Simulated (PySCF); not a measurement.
## Vibration and rotation of CsPb

PBE0 constants of CsPb, ⁴Σ⁻ (quartet), unpaired electrons σ ↑, π ↑↑ (basis Cs def2-SVPD with ECP46, Pb def2-SVPD with ECP60; scalar-relativistic core potentials; PySCF 2.14; masses 132.9054 and 207.9766 u):

```
ωe              : 74.8 cm⁻¹
ωexe            : 0.145 cm⁻¹
Be              : 0.015801 cm⁻¹
αe              : 4.46e-05 cm⁻¹
D (centrifugal) : 2.82e-09 cm⁻¹
De to Cs + Pb   : 1.31 eV
```

Problem. Give the vibrational terms G(v) and spacings up to v = 6.

Solution. G(v) = ωe(v+½) − ωexe(v+½)².

```json
{"v": "0", "G(v) (cm⁻¹)": "37.4", "G(v) − G(v−1)": "", "Bv (cm⁻¹)": "0.01578"}
{"v": "1", "G(v) (cm⁻¹)": "111.9", "G(v) − G(v−1)": "74.5", "Bv (cm⁻¹)": "0.01573"}
{"v": "2", "G(v) (cm⁻¹)": "186.1", "G(v) − G(v−1)": "74.2", "Bv (cm⁻¹)": "0.01569"}
{"v": "3", "G(v) (cm⁻¹)": "260.0", "G(v) − G(v−1)": "73.9", "Bv (cm⁻¹)": "0.01564"}
{"v": "4", "G(v) (cm⁻¹)": "333.7", "G(v) − G(v−1)": "73.6", "Bv (cm⁻¹)": "0.01560"}
{"v": "5", "G(v) (cm⁻¹)": "407.0", "G(v) − G(v−1)": "73.3", "Bv (cm⁻¹)": "0.01556"}
{"v": "6", "G(v) (cm⁻¹)": "480.1", "G(v) − G(v−1)": "73.1", "Bv (cm⁻¹)": "0.01551"}
```

Problem. How well does the Morse estimate ωe²/(4ωexe) reproduce De, and what is D0?

Solution. It gives 1.20 eV, 91 % of the computed De. D0 = De − G(0) = 1.31 − 0.00 = 1.31 eV.

Spin–orbit coupling is left out, which matters for elements this heavy, above all for dissociation energies. The state was picked by a PBE0 search and need not be the measured ground state.
